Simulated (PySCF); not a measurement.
## Tc⁺: excitation energy

Tc⁺ [Kr] 4d5 5s1 (7S) → Tc⁺ [Kr] 4d5 5p1 (7P), as a difference of total energies. Calculation: PySCF 2.14, in aug-cc-pwCVDZ-PP with ECP28MDF (6s6p5d3f, 70 functions); a scalar-relativistic core potential. Correlated levels: valence: 4s2 4p6 frozen. The calculations carry no spin-orbit coupling.

| method | excitation energy (cm⁻¹) |
| --- | --- |
| UHF | 35929 |
| MP2 (valence) | 37397 |
| SCS-MP2 (valence) | 36418 |
| CCSD (valence) | 37368 |
| CCSD(T) (valence) | 37397 |
